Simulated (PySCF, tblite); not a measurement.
Isomers of C3H15N2PSi2, one GFN2-xTB conformer each. Single-point energies are computed at PBE0/pcSseg-1 (PySCF, gas phase, no added dispersion term), electronic only.

```csv
SMILES,GFN2-xTB relative energy (kcal/mol)
CCC[Si@](N)(P)N[SiH3],0.0
CN[Si@@H](P)[SiH2]N(C)C,17.9
CN(C)[C@@H]([SiH3])[Si@H](N)P,36.3
```

Conformers: `[CH3:1][CH2:2][CH2:3][Si@:4]([NH2:5])([PH2:6])[NH:7][SiH3:8]` with C1–C2–C3–Si4 174°, C2–C3–Si4–N5 68°, C3–Si4–N5–H -73° and 63°, C3–Si4–P6–H 97° and -171°, C3–Si4–N7–Si8 51°; `[CH3:1][NH:2][Si@@H:3]([PH2:4])[SiH2:5][N:6]([CH3:7])[CH3:8]` with C1–N2–Si3–P4 -169°, N2–Si3–P4–H 170° and -98°, N2–Si3–Si5–N6 -53°, Si3–Si5–N6–C7 161°; `[CH3:1][N:2]([CH3:3])[C@@H:4]([SiH3:5])[Si@H:6]([NH2:7])[PH2:8]` with C1–N2–C4–Si5 158°, N2–C4–Si6–N7 -73°, C4–Si6–N7–H -164° and -29°, C4–Si6–P8–H -72° and -165°.

Question: What does PBE0/pcSseg-1 give for the same structures?

Answer: 
```json
{"SMILES": "CCC[Si@](N)(P)N[SiH3]", "PBE0/pcSseg-1 E (Eh)": "-1152.56093", "PBE0/pcSseg-1 (kcal/mol)": "0.0", "GFN2-xTB (kcal/mol)": "0.0", "point group": "C1"}
{"SMILES": "CN[Si@@H](P)[SiH2]N(C)C", "PBE0/pcSseg-1 E (Eh)": "-1152.48879", "PBE0/pcSseg-1 (kcal/mol)": "45.3", "GFN2-xTB (kcal/mol)": "17.9", "point group": "C1"}
{"SMILES": "CN(C)[C@@H]([SiH3])[Si@H](N)P", "PBE0/pcSseg-1 E (Eh)": "-1152.47090", "PBE0/pcSseg-1 (kcal/mol)": "56.5", "GFN2-xTB (kcal/mol)": "36.3", "point group": "C1"}
```

Both levels put the same isomer lowest; measured from each level's own lowest isomer, the values differ by up to 27.4 kcal/mol (CN[Si@@H](P)[SiH2]N(C)C: 17.9 against 45.3). 

Question: Which frontier levels, dipoles and rotational constants go with these structures?

Answer: 
```tsv
SMILES	HOMO (eV, PBE0/pcSseg-1)	LUMO (eV)	dipole (D)	A, B, C (MHz)
CCC[Si@](N)(P)N[SiH3]	-6.77	0.29	2.31	1191, 726.5, 613.8
CN[Si@@H](P)[SiH2]N(C)C	-6.20	-0.24	1.23	1351, 758.9, 613.9
CN(C)[C@@H]([SiH3])[Si@H](N)P	-5.85	0.43	1.15	1430, 778.5, 691.4
```

Question: What happens when harmonic zero-point energies from GFN2-xTB frequencies are added?

Answer: 
```tsv
SMILES	ZPE (kcal/mol)	electronic (kcal/mol)	with ZPE (kcal/mol)
CCC[Si@](N)(P)N[SiH3]	110.8	0.0	0.0
CN[Si@@H](P)[SiH2]N(C)C	111.0	45.3	45.5
CN(C)[C@@H]([SiH3])[Si@H](N)P	108.9	56.5	54.6
```

The zero-point energies span 2.1 kcal/mol. The order is unchanged.
